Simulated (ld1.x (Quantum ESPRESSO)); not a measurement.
Logarithmic derivatives: germanium, ultrasoft

* Element: germanium (Ge)
* Generator: ld1.x (Quantum ESPRESSO) 7.5
* Type: ultrasoft
* Functional: LDA (PZ)
* Relativity: fully relativistic
* Frozen core: [Ar] 3d10
* Valence charge: 4
* Reference configuration: 4s2 4p2
* Partial waves: 4s (bound): rcut 1.50, rcutus 1.70 bohr; 4s channel at -0.25 Ry: rcut 1.50, rcutus 1.70 bohr; 4p (bound): rcut 1.60, rcutus 2.15 bohr; 4p channel at 4.75 Ry: rcut 1.60, rcutus 2.15 bohr; 4d channel at -0.1 Ry: rcut 1.65, rcutus 1.90 bohr
* Local potential: all-electron potential smoothed inside 1.50 bohr (lloc = -2)
* Core correction: a·sin(br)/r model core inside 1.30 bohr
* Augmentation charge: PSQ, inside the norm-conserving radii

Open shells are filled in proportion to 2j + 1 (rel_dist='average').

The phase is arctan(r·u′/u) with u = r·R(r), unwrapped; energies in Ry, scanned from -3 to 5 Ry. A pole is an energy at which the radial function vanishes at the test radius. The pseudo phase is shifted by a multiple of π to meet the all-electron one at the reference energy, and phase errors are pseudo minus all-electron; the curves can meet again beyond the range given. Levels narrower than the energy grid can be missing from the lists of poles.

**Question.** For each channel, where are the poles, and over which energies does the pseudopotential scatter like the atom?

**Answer.**

| channel | radius (bohr) | reference energy (Ry) | poles, all-electron | poles, pseudo | unbroken range about the reference energy with phases within 0.05 rad | phase error 1 Ry above the reference energy (rad) |
| --- | --- | --- | --- | --- | --- | --- |
| s | 2.35 | -0.88 | 0.58 | 0.58 | below 4.1 | -0.000 |
| p1/2 | 2.35 | -0.31 | 1.80 | 1.80 | the whole range | -0.001 |
| p3/2 | 2.35 | -0.29 | 1.89 | 1.88 | the whole range | -0.001 |
| d3/2 | 2.35 | -0.10 | -2.16, 4.10 | 2.10 | -1.9 to 0.6 | -0.224 |
| d5/2 | 2.35 | -0.10 | -2.11, 4.12 | 2.01 | -1.8 to 0.6 | -0.252 |

Phases in the d3/2 channel:

```tsv
E (Ry)	all-electron	pseudo
-3.00	1.317	-1.802
-2.76	1.298	-1.810
-2.52	1.260	-1.819
-2.28	0.975	-1.829
-2.04	-1.744	-1.840
-1.80	-1.811	-1.853
-1.56	-1.842	-1.867
-1.32	-1.867	-1.884
-1.08	-1.892	-1.903
-0.84	-1.920	-1.927
-0.60	-1.953	-1.957
-0.36	-1.993	-1.994
-0.12	-2.044	-2.044
0.12	-2.111	-2.113
0.36	-2.205	-2.218
0.60	-2.341	-2.392
0.84	-2.551	-2.721
1.08	-2.874	-3.324
1.32	-3.309	-3.974
1.56	-3.733	-4.353
1.80	-4.038	-4.558
2.04	-4.235	-4.686
2.28	-4.365	-4.782
2.52	-4.455	-4.862
2.76	-4.521	-4.940
3.00	-4.571	-5.025
3.24	-4.612	-5.128
3.48	-4.645	-5.263
3.72	-4.673	-5.458
3.96	-4.699	-5.753
4.20	-4.721	-6.168
4.44	-4.743	-6.614
4.68	-4.763	-6.961
4.92	-4.783	-7.189
```
